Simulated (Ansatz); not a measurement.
ClFH4OSi2 (`O[Si](F)([SiH3])Cl`), relaxed with RKS PBE0-D4/def2-TZVP in Ansatz 0.2.0 from a PBE-D4/def2-SVP geometry. The force threshold is 0.005 eV/Å; the program also tests the step.

Total charge 0; spin multiplicity 1.

Start:

```xyz
9

O    -1.225   -0.896   -1.252
Si   -0.014   -0.836   -0.118
F     1.321   -1.596   -0.687
Si    0.442    1.395    0.392
Cl   -0.555   -1.885    1.596
H    -1.585   -1.777   -1.467
H    -0.786    2.011    1.001
H     1.570    1.435    1.384
H     0.831    2.149   -0.849
```

By how much does the energy fall, and how many steps does the optimiser take? (Estimate.)

Computed: 7.37 kJ/mol, in 11 steps, 1 of them rejected.

Which bonds change most? (An estimate is asked.)

Computed: Si2–F3 from 1.638 to 1.594 Å; O1–Si2 from 1.660 to 1.624 Å; Si2–Cl5 from 2.081 to 2.053 Å; Si4–H7 from 1.503 to 1.484 Å.

Give the relaxed structure. (Best estimate.)

Computed: 
```xyz
9

O    -1.184   -0.906   -1.236
Si   -0.004   -0.837   -0.122
F     1.305   -1.565   -0.668
Si    0.442    1.391    0.391
Cl   -0.551   -1.899    1.548
H    -1.610   -1.744   -1.426
H    -0.779    1.999    0.977
H     1.551    1.439    1.376
H     0.830    2.123   -0.842
```
